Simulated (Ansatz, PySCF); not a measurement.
The pair A = H2O (SMILES O) (first 3 atoms), B = SiH4 (SMILES [SiH4]); geometry from B3LYP-D3(BJ)/def2-TZVP.
(charge 0, multiplicity 1):
```
atom    x (Å)    y (Å)    z (Å)
----  -------  -------  -------
O      0.4646   0.3123   0.3475
H      0.0730  -0.4695  -0.0562
H     -0.1175   1.0418   0.1095
Si    -0.2013  -0.1066   3.3799
H     -0.5898  -1.3214   2.6293
H     -0.5635  -0.3114   4.8052
H     -0.9563   1.0638   2.8793
H      1.2532   0.1270   3.2860
```

Frozen-core correlation. Rows in 6-31G* carry no dispersion term and start afresh at each structure (6-31G* with six Cartesian d functions).

Run with Ansatz (Gaussian basis) for Hartree–Fock, density functionals and correlated methods; PySCF for 6-31G* rows. Values without a source in brackets are computed.

Total energies (hartree), monomers frozen at their geometry in the pair:

```csv
structure,B3LYP/6-31G*,B3LYP/def2-TZVPPD,MP2/aug-cc-pV(D+d)Z
AB,-368.2970818,-368.3871374,-367.6355509
A in the pair's basis,-76.4129095,-76.4694697,-76.2615521
B in the pair's basis,-291.8835993,-291.9171684,-291.3721306
A,-76.4088346,-76.4694425,-76.2608472
B,-291.8834789,-291.9171324,-291.3716470
```

Q: Work out the interaction energy without and with the counterpoise correction, and the superposition error, for each level.

A: 
E(AB) − E(A) − E(B), times 627.509 kcal/mol, with the monomers in their own basis and then in the pair's basis:
- B3LYP/6-31G*: -2.99 uncorrected, -0.36 corrected; the monomers gain 2.63 kcal/mol from borrowed functions
- B3LYP/def2-TZVPPD: -0.35 uncorrected, -0.31 corrected; the monomers gain 0.04 kcal/mol from borrowed functions
- MP2/aug-cc-pV(D+d)Z: -1.92 uncorrected, -1.17 corrected; the monomers gain 0.75 kcal/mol from borrowed functions

Ansatz is an electronic-structure program.
